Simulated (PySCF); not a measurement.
**Pt: ionisation energy**

Pt [Xe] 4f14 5d9 6s1 (3D) → Pt⁺ [Xe] 4f14 5d9 (2D), as a difference of total energies. Computed with PySCF 2.14 in aug-cc-pwCVDZ-PP with ECP60MDF (6s6p5d3f, 70 functions), with scalar relativity through the core potential. Correlated levels: valence: 5s2 5p6 frozen. The calculations carry no spin-orbit coupling.

```
           method  ionisation energy (eV)
              UHF                   7.569
    MP2 (valence)                   8.934
SCS-MP2 (valence)                   8.730
   CCSD (valence)                   8.702
CCSD(T) (valence)                   8.762
```

Problem. How much does correlation contribute at CCSD(T) (valence)?

Solution. 8.762 − (7.569) = 1.193 eV, measured against UHF.

The reference lies between the lowest fine-structure levels, while these numbers refer to the centres of the terms.

Errors of the correlated levels include the incompleteness of this basis and the frozen core.

For comparison: 8.959 eV (measured; NIST Atomic Spectra Database, ionization energies).
